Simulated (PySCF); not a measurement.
InHFCl, SMILES [InH]([F])[Cl]. Atoms are numbered in the order given.

```xyz
4

In    -0.3074    -0.3610     0.0000
H     -1.8584    -1.0411     0.0000
F      1.2985    -1.4736     0.0000
Cl     0.3079     1.8819     0.0000
```
Charge 0, spin multiplicity 1.

Geometry: B3LYP-D3(BJ)/def2-TZVP. The def2 effective core potentials stand for the cores of In; spin–orbit coupling is left out.

The numbers are results of PySCF with B3LYP-D3(BJ)/def2-TZVP, not measurements.

Frequencies are harmonic and unscaled.

| mode | ν (cm⁻¹) | IR (km/mol) | Raman (Å⁴/amu) | depolarisation | moving atoms (share of kinetic energy) |
|---|---|---|---|---|---|
| 1 | 126 | 16.4 | 1.5 | 0.73 | F 59 %, Cl 25 %, In 16 % |
| 2 | 355 | 88.4 | 5.0 | 0.08 | Cl 66 %, In 24 %, H 10 % |
| 3 | 383 | 48.7 | 9.2 | 0.75 | H 92 % |
| 4 | 428 | 66.4 | 24.4 | 0.62 | H 84 %, Cl 11 % |
| 5 | 589 | 59.1 | 7.9 | 0.32 | F 84 %, In 13 % |
| 6 | 1893 | 72.4 | 280.9 | 0.18 | H 99 % |
